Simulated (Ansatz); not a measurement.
C$_{6}$H$_{15}$Al (SMILES C[CH2][Al]([CH2]C)[CH2]C), singlet, geometry from GFN2-xTB (such geometries of metal compounds can be far from the true shape), with bond 19-16 at 1.25 times its length; HF/STO-3G run with Ansatz (a quantum-chemistry and plane-wave program).

Here is a job for Ansatz.
Ansatz 0.2 input:
```yaml
crystal:
  periodic: [false, false, false]
  atoms:
    - {symbol: Al, position_ang: [0.23254875, -0.09127216, 0.17781867]}
    - {symbol: C, position_ang: [1.60822037, 0.29411525, -1.23879162]}
    - {symbol: C, position_ang: [1.28366688, 1.38923772, -2.26742086]}
    - {symbol: H, position_ang: [1.87585448, -0.62020127, -1.79032132]}
    - {symbol: H, position_ang: [2.53321401, 0.57609625, -0.70786354]}
    - {symbol: H, position_ang: [1.06813100, 2.33432054, -1.77027088]}
    - {symbol: H, position_ang: [0.41262384, 1.11732709, -2.85999573]}
    - {symbol: H, position_ang: [2.11890541, 1.54863674, -2.95129636]}
    - {symbol: C, position_ang: [-1.76368020, -0.03452995, -0.07842335]}
    - {symbol: C, position_ang: [-2.25206622, 0.36624641, -1.47916509]}
    - {symbol: H, position_ang: [-2.21743853, 0.64744823, 0.65749449]}
    - {symbol: H, position_ang: [-2.18599895, -1.02150165, 0.16760771]}
    - {symbol: H, position_ang: [-1.84026666, -0.30078311, -2.23581630]}
    - {symbol: H, position_ang: [-1.93818296, 1.38058695, -1.72020746]}
    - {symbol: H, position_ang: [-3.34027682, 0.32383459, -1.54743145]}
    - {symbol: C, position_ang: [0.94484373, -0.58959003, 1.99107131]}
    - {symbol: C, position_ang: [-0.08642383, -1.31826703, 2.86693314]}
    - {symbol: H, position_ang: [1.30181723, 0.29398901, 2.54049732]}
    - {symbol: H, position_ang: [2.05789889, -1.38696640, 1.85989405]}
    - {symbol: H, position_ang: [-0.38163133, -2.26093079, 2.40736096]}
    - {symbol: H, position_ang: [-0.98435636, -0.71320404, 2.98806130]}
    - {symbol: H, position_ang: [0.31181976, -1.53486371, 3.85918757]}
basis:
  gaussian:
    orbitals: STO-3G
hamiltonian:
  xc: hf
scf: {lower_state_search: standard}
magnetization: {spin_polarized: true}
```

The log (banner, timings and long lists left out):

```
Functional definition: HF
731 factors; integrals over basis functions are off by at most 7.1e-5 eV
mean field evaluation 1: about -12847.3551 eV, gradient 1.3e1 eV
mean field evaluation 2: about -12847.6966 eV, gradient 1.3e1 eV
mean field evaluation 4: about -12849.2577 eV, gradient 6.3e-1 eV
mean field evaluation 8: about -12849.2593 eV, gradient 1.8e-5 eV
mean field -12849.25925163 eV, -472.2015679568 hartree, gradient 2.8e-5 eV, S^2 0.000000; 0 other end points of the search recorded, 0 dependent functions left out
reference -12849.25925163 eV, -472.2015679568 hartree; 32, 32 occupied and 22, 22 virtual orbitals, 731 factors
Total energy: -12849.25925163 eV, -472.2015679568 hartree
```
